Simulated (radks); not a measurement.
The numbers below are computed, except where a source is named.
Problem. Ionisation of Co3+, [Ar] 3d6, to Co4+, [Ar] 3d5, under several functionals. Non-relativistic Kohn-Sham, spin-unpolarised, spherical densities, point nucleus; a radial shooting solver on a logarithmic mesh with Libxc functionals. The NIST Atomic Spectra Database gives 51.3 eV (semi-empirical). Rank these functionals by the error of their Delta-SCF ionisation energy: PBEsol; HCTH/407; PW91; exchange-only r2SCAN; revPBE; exchange-only B88; TPSS.

Solution. From best to worst: exchange-only r2SCAN 54.336 eV (+3.066); exchange-only B88 54.412 eV (+3.142); TPSS 55.507 eV (+4.237); revPBE 55.575 eV (+4.305); PBEsol 55.638 eV (+4.368); PW91 55.798 eV (+4.528); HCTH/407 56.449 eV (+5.179). Spin polarisation and multiplet splitting are left out, so open shells lie too high by an amount that depends on their filling.

Beside tabulated values, note that spin-unpolarised runs miss the spin-polarisation part of the exchange energy of open shells.
